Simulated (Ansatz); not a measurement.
```xyz
11

C     0.460    0.335   -1.436
Si    0.219   -0.109    0.338
O     1.518   -0.837    0.985
N    -0.608    1.038    1.387
C    -1.542    0.167    1.338
O    -1.250   -0.966    0.621
H     1.280    1.050   -1.548
H    -0.448    0.792   -1.834
H     0.690   -0.549   -2.036
H     2.219   -1.138    0.407
H    -2.539    0.218    1.778
```

The species carries charge 0 and has multiplicity 1.

Question: List the CAM-B3LYP/def2-TZVPP orbital energies in eV (the Gaussian-basis code of Ansatz). (Best estimate.)

Answer: Computed: Occupied: -1802.35, -523.11, -522.85, -390.74, -281.79, -278.89, -146.73, -102.11, -102.07, -102.03, -31.51, -30.21, -26.03, -21.92, -19.02, -17.17, -15.28, -14.38, -14.12, -13.86, -13.28, -12.98, -12.05, -11.79, -10.85, -9.40, -9.19. Lowest empty: 0.90, 1.26, 2.45, 2.58, 3.14, 3.46, 3.67, 3.92.
